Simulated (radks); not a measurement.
Charge is removed step by step from the 3p level of the sulfur ion S3+, starting from [Ne] 3s2 3p1. All-electron calculation, non-relativistic Kohn-Sham, PBE, spin-unpolarised, spherical densities, point nucleus. Program: a radial shooting solver on a logarithmic mesh with Libxc functionals.

| removed (e) | E - E(0) (eV) | eigenvalue (eV) | E minus straight line (eV) |
|---|---|---|---|
| 0 | 0.000 | -40.278 | 0.000 |
| 0.1 | 4.092 | -41.559 | -0.588 |
| 0.2 | 8.312 | -42.849 | -1.048 |
| 0.3 | 12.662 | -44.148 | -1.378 |
| 0.4 | 17.142 | -45.454 | -1.578 |
| 0.5 | 21.753 | -46.768 | -1.647 |
| 0.6 | 26.496 | -48.090 | -1.584 |
| 0.7 | 31.371 | -49.419 | -1.389 |
| 0.8 | 36.380 | -50.755 | -1.060 |
| 0.9 | 41.523 | -52.098 | -0.597 |
| 1 | 46.800 | -53.448 | 0.000 |

Removing the whole electron costs 46.800 eV by Delta-SCF, against 40.278 eV from minus the eigenvalue at the starting occupation. Slater's transition state (half an electron removed) gives 46.768 eV. Integrating minus the eigenvalue over the occupation (Janak's theorem) gives 46.800 eV. The mean slope of the eigenvalue, de/dn, is 13.2 eV per electron. Ionisation energy of S3+ in the NIST Atomic Spectra Database: 47.22 eV (semi-empirical).

Beside tabulated values, note that spin-unpolarised runs miss the spin-polarisation part of the exchange energy of open shells.
